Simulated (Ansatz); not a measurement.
`F[SiH](F)Cl` + `N[SiH](O)O` → `O[SiH](O)N[SiH](F)F` + HCl  (ligand exchange at the Si–Cl bond)

Gas-phase electronic energies from Ansatz, PBE0-D4/def2-TZVP geometries. CBS: MP2 limit from def2 TZ/QZ plus the TZ coupled-cluster correction, frozen cores. This one scheme is used for every species. DFT in def2-TZVPP. One conformer a species, not always the lowest.

`F[SiH](F)Cl`:

Z-matrix (Å, degrees):
```
Si
F 1 1.577
Cl 1 2.018 2 109.0
F 1 1.577 2 107.6 3 118.1
H 1 1.465 2 109.8 3 -122.4
```

`N[SiH](O)O`:

```xyz
9

N    -0.693    0.910   -0.524
Si    0.232   -0.491   -0.177
O    -0.588   -1.341    0.961
O     1.734    0.014    0.244
H    -0.302    1.633   -1.107
H    -1.685    0.826   -0.678
H     0.464   -1.463   -1.262
H    -0.951   -0.846    1.697
H     1.790    0.758    0.847
```

`O[SiH](O)N[SiH](F)F`:

Cartesian coordinates in Å:
```
O 1.762 0.521 1.574
Si 0.909 -0.490 0.620
O -0.408 -1.017 1.436
N 0.344 0.405 -0.732
Si -1.279 0.703 -1.124
F -1.312 1.289 -2.599
F -2.090 -0.667 -1.126
H 2.242 0.144 2.312
H 1.764 -1.626 0.197
H -0.948 -1.701 1.035
H 1.031 0.818 -1.348
H -2.014 1.622 -0.246
```

HCl:

Z-matrix (Å, degrees):
```
Cl
H 1 1.279
```

```csv
level,ΔE (eV)
r2SCAN-D4,0.21
B2PLYP,0.22
```

(1) What does CCSD(T)/CBS give? (An estimate is asked.)

Largest T1 diagnostic among the species: 0.012.

Results:

(1) Ansatz gave: +0.18 eV. The listed levels differ from it by 0.03, 0.04 eV.

The D4 term adds −0.08 eV with B3LYP and −0.05 eV with PBE0; it sums over pairs of atoms, weighted by their polarisabilities, and B3LYP, whose exchange is more repulsive, gets the larger term. From PBE to PBE0 (25 % exact exchange), in def2-TZVPP and without D4, ΔE moves by −0.03 eV.

B3LYP here is the variant with VWN-RPA as its local correlation; programs differ in this.
